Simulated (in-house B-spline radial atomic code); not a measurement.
Results of a calculation; reference values are marked as such.
**Softness against transferability: the 4s channel of Nb**

Nb, [Kr] 4d4 5s1, non-relativistic PBE, spherical and spin-unpolarised, from an all-electron radial atomic-structure program (B-spline basis) (atomic units). The all-electron 4s level is ε = -2.034999 hartree, its outermost node lies just inside 0.55 bohr and its outer maximum at 1.05 bohr.

Troullier-Martins pseudo-orbitals are made for several radii. The cutoffs (hartree) are the plane-wave energies beyond which the orbital holds less than the named kinetic energy per electron. The phase error is the difference, pseudo minus all-electron, of arctan(R P'/P) at R = 1.77 bohr for all radii, half a hartree below and above the level.

| r_c (bohr) | V_l(0) (hartree) | cutoff for 10 mEh | for 1 mEh | for 0.1 mEh | phase error at ε − 0.5 (mrad) | at ε + 0.5 (mrad) |
| --- | --- | --- | --- | --- | --- | --- |
| 0.79 | -34.94 | 139 | 264 | > 450 | -14.1 | -4.7 |
| 0.91 | -8.76 | 47.6 | 127 | 221 | -4.9 | -1.2 |
| 1.05 | 4.22 | 31.4 | 48 | 86.1 | -3.1 | -0.7 |
| 1.19 | 5.23 | 30.4 | 44.9 | 80.4 | -2.8 | -0.6 |
| 1.32 | 2.88 | 27.4 | 40.9 | 72 | -4.5 | -1.0 |
| 1.47 | 0.53 | 15.9 | 34.6 | 59.6 | -9.5 | -2.1 |

Task: Which radius needs the lowest cutoff for 1 mEh while both phase errors stay within 5.0 mrad?

Result: The radii within that limit are 0.91, 1.05, 1.19, 1.32 bohr; of these r_c = 1.32 needs the least, 40.9 hartree, that is 81.8 Ry or 1113 eV.

Task: What does the larger radius buy, and what does it cost?

Result: From r_c = 0.79 to 1.47 bohr the cutoff for 1 mEh goes from 264 to 34.6 hartree, a factor of 7.63, against 3.46 for a pure 1/r_c² scaling, end to end; step by step it is 264, 127, 48, 44.9, 40.9, 34.6, and for 0.1 mEh > 450, 221, 86.1, 80.4, 72, 59.6; the number of plane waves goes as the cutoff to the power 3/2, here a factor of 21.1. The larger of the two phase errors is least at r_c = 1.19 bohr, 2.8 mrad; it is 14.1 at the smallest radius and 9.5 at the largest. These errors test the reference atom alone. The smallest radius lies well inside the outer maximum, where the nodeless form must bend sharply to keep the norm, so it is both harder and scatters less well than the next. Large radii also let the cores of neighbours overlap, which an atom doesn't show.
